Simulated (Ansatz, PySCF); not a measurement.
This PySCF input computes a PBE0/def2-TZVPD energy:

```python
from pyscf import gto, scf, dft

mol = gto.M(
    atom='''
    O    -1.99001977   -0.04417081    0.28110697
    C    -0.82593981    0.72502929    0.44243365
    C     0.41694122   -0.00800430   -0.03504399
    F     0.30208637   -0.34708787   -1.34093367
    F     1.50441376    0.77803083    0.08571460
    F     0.64757531   -1.13686132    0.64994254
    H    -2.13711251   -0.20014907   -0.65909003
    H    -0.70935467    0.92525764    1.50670822
    H    -0.86606227    1.67937330   -0.09332338
    ''',
    basis='def2-tzvpd',
    charge=0,
    spin=0,
    verbose=4,
)

mf = dft.RKS(mol, xc='pbe0').density_fit(auxbasis='def2-universal-jkfit')
mf.grids.level = 3
mf.conv_tol = 1e-9
mf.max_cycle = 100
mf.max_memory = 1500
mf.kernel()
if not mf.converged:
    mf = mf.newton()
    mf.kernel(mf.make_rdm1())
mf.analyze()
```

Q: Write an input for the same energy in Ansatz (a program for electronic structure) and say what it gives.

A: 
Ansatz 0.2 input:
```yaml
crystal:
  periodic: [false, false, false]
  atoms:
    - {symbol: O, position_ang: [-1.99001977, -0.04417081, 0.28110697]}
    - {symbol: C, position_ang: [-0.82593981, 0.72502929, 0.44243365]}
    - {symbol: C, position_ang: [0.41694122, -0.00800430, -0.03504399]}
    - {symbol: F, position_ang: [0.30208637, -0.34708787, -1.34093367]}
    - {symbol: F, position_ang: [1.50441376, 0.77803083, 0.08571460]}
    - {symbol: F, position_ang: [0.64757531, -1.13686132, 0.64994254]}
    - {symbol: H, position_ang: [-2.13711251, -0.20014907, -0.65909003]}
    - {symbol: H, position_ang: [-0.70935467, 0.92525764, 1.50670822]}
    - {symbol: H, position_ang: [-0.86606227, 1.67937330, -0.09332338]}
basis:
  gaussian:
    orbitals: def2-TZVPD
hamiltonian:
  xc: {name: PBE0}
output: {forces: true}
```
It gives -452.52463 Eh, and PySCF -452.52468 Eh, a difference of 0.05 mEh, from the treatment of integrals and grids.
